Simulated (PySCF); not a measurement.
# Electronic structure of V (vanadium, neutral) at the PBE0 level

Configuration: [Ar] 3d2 4s2 5s1, high-spin 4F determinant (an excited configuration). All numbers are calculated (PySCF 2.14, scalar relativity by spin-free X2C-1e, in aug-cc-pVTZ-DK).

```json
{"Total energy": "-948.646 hartree", "One-electron energy": "-1293.119 hartree", "Hartree (Coulomb) energy": "389.488 hartree", "Exchange-correlation energy": "-45.014 hartree", "⟨S²⟩": "3.7518", "⟨L²⟩": "12.008", "Sum of ⟨r⟩": "26.93 bohr", "Sum of ⟨r²⟩": "110.5 bohr²", "Langevin diamagnetic susceptibility": "-87.5 ×10⁻⁶ cm³/mol", "Time after the integrals": "of the order of 5 core-seconds"}
```

| shell | electrons | mean orbital energy (eV) | rms radius, mean of both spins (bohr) |
| --- | --- | --- | --- |
| 1s α | 1 | -5410.9 | 0.0768 |
| 1s β | 1 | -5410.9 | 0.0768 |
| 2s α | 1 | -627.72 | 0.334 |
| 2s β | 1 | -626.85 | 0.334 |
| 2p α | 3 | -525.15 | 0.304 |
| 2p β | 3 | -524.40 | 0.304 |
| 3s α | 1 | -85.927 | 1.01 |
| 3s β | 1 | -83.426 | 1.01 |
| 3p α | 3 | -57.874 | 1.08 |
| 3p β | 3 | -55.191 | 1.08 |
| 3d α | 2 | -17.344 | 1.38 |
| 4s α | 1 | -9.927 | 3.12 |
| 4s β | 1 | -9.375 | 3.12 |
| 5s α | 1 | -1.908 | 8.79 |

The outer electron is Rydberg-like, and this basis confines it to a smaller radius and binds it less than a complete one would.

Densities and radii are taken from the X2C orbitals without a picture-change correction, which distorts them close to the nucleus.
